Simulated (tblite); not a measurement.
Species: C5H7BrSi2.
Atom-mapped SMILES: `[CH:1]#[C:2][Si@:3]([CH3:4])([Br:5])[C:6]#[C:7][SiH3:8]` (hydrogens: H9 on C1; H10, H11, H12 on C4; H13, H14, H15 on Si8)

Computed with GFN2-xTB (tblite), gas phase: L-BFGS steps from a force-field or distance-geometry start until the largest atomic force falls under 0.01 eV/Å.

Step 0: E = -590.5393 eV
```
atom  x, y, z in Å  |  force x, y, z in eV/Å
C1     -2.8103    2.0447   -0.9404   -1.284   1.593  -1.222
C2     -2.1734    1.2598   -0.3231    1.637  -1.881   1.510
Si3    -1.1400    0.0143    0.6741    0.200   1.292  -0.905
C4     -1.8287   -1.6950    0.5003   -0.466  -1.178   0.269
Br5    -1.2801    0.6030    2.8210   -0.002   0.133   0.307
C6      0.6620    0.0871    0.1806   -0.613   0.048   0.141
C7      1.8294    0.1414   -0.1264    0.688   0.042  -0.153
Si8     3.6439    0.2370   -0.5858    0.131  -0.061  -0.073
H9     -3.3888    2.7520   -1.4911    0.271  -0.348   0.262
H10    -2.8763   -1.7499    0.8379    0.396   0.029  -0.165
H11    -1.2599   -2.4143    1.1136   -0.225   0.269  -0.251
H12    -1.7905   -2.0469   -0.5286   -0.027   0.038   0.069
H13     4.1558    1.6070   -0.3680   -0.222  -0.208   0.009
H14     4.4375   -0.7134    0.2316   -0.303   0.172  -0.109
H15     3.8150   -0.1188   -2.0177   -0.179   0.062   0.311
```

**Question.** Estimate the geometry and energy of step 1. (The exact step hangs on the optimiser's Hessian estimate; all steps are aligned on step 0, rigid shifts and turns removed.)

**Answer.** E = -590.4346 eV, largest force 6.339 eV/Å
```
atom  x, y, z in Å  |  force x, y, z in eV/Å
C1     -2.8287    2.0675   -0.9579    3.426  -4.182   3.310
C2     -2.1500    1.2329   -0.3016   -2.813   3.590  -2.798
Si3    -1.1371    0.0327    0.6612    0.202  -0.080  -0.181
C4     -1.8353   -1.7118    0.5041   -0.002  -0.074   0.002
Br5    -1.2801    0.6049    2.8254    0.011   0.114   0.197
C6      0.6532    0.0878    0.1826    1.444   0.154  -0.408
C7      1.8392    0.1420   -0.1285   -1.221  -0.047   0.343
Si8     3.6457    0.2361   -0.5869    0.171  -0.034  -0.058
H9     -3.3849    2.7471   -1.4874   -0.568   0.666  -0.526
H10    -2.8707   -1.7495    0.8355    0.024  -0.035  -0.036
H11    -1.2631   -2.4104    1.1100   -0.032  -0.028  -0.015
H12    -1.7909   -2.0463   -0.5276   -0.045  -0.046   0.007
H13     4.1526    1.6040   -0.3679   -0.192  -0.150   0.014
H14     4.4332   -0.7109    0.2300   -0.244   0.114  -0.063
H15     3.8125   -0.1179   -2.0133   -0.160   0.039   0.213
```

The energy changes by +0.1047 eV. The first-order estimate −F·Δx gives -0.2916 eV and the mean of the old and new forces, exact on a quadratic surface, +0.0862 eV. The step makes an angle of 0° with the force vector and moves no atom by more than 0.042 Å. The energy falls at the start of this step and ends higher, so the step passed the lowest point of its straight line.

What follows is the cost of the whole relaxation. Time: 2.7 s wall, 1.6 s CPU. Hardware: Intel Xeon at 2.50 GHz, one thread, on a shared host.
